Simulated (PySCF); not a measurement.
## Radial density of C⁺ (carbon, charge +1)

BHandHLYP, [He] 2s1 2p2, high-spin 4P determinant (an excited configuration). Computed with PySCF 2.14 in aug-cc-pV5Z, with the non-relativistic Hamiltonian (point nucleus).

```tsv
r (bohr)	4πr²ρ (e/bohr)	4πr²(ρα − ρβ)
0.00412	0.02549	0.0007
0.00693	0.06974	0.0020
0.0117	0.1864	0.0055
0.0196	0.4795	0.0140
0.0330	1.156	0.0335
0.0555	2.502	0.0717
0.0933	4.530	0.1267
0.157	6.113	0.1652
0.264	5.151	0.1782
0.444	2.371	0.4631
0.747	1.667	1.4593
1.26	1.978	1.9755
2.11	0.7985	0.7985
3.55	0.05944	0.0594
5.98	0.0003330	0.0003
```
